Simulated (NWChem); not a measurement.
System: CdH$_{2}$SeO; SMILES [OH][Cd][SeH]

```xyz
5

Cd    -0.0030     0.7326    -0.0023
O     -0.0282     2.7020    -0.0678
H     -0.0200     3.0871     0.8161
Se    -0.0309    -1.7087    -0.0044
H      1.4409    -1.7699    -0.0124
```
Atoms are numbered in this order, from 1.

Results from NWChem. Geometry: optimised at PBE0/def2-SVP (def2 core potentials past Kr).

Problem. What does the run give for TPSS/3-21G, non-relativistic? Quantities: highest occupied level (eV); orbital gap (eV); dipole (D).

Solution. The highest occupied level (eV) comes out as -5.68 and the orbital gap (eV) is 3.75. The dipole (D) comes out as 1.82.
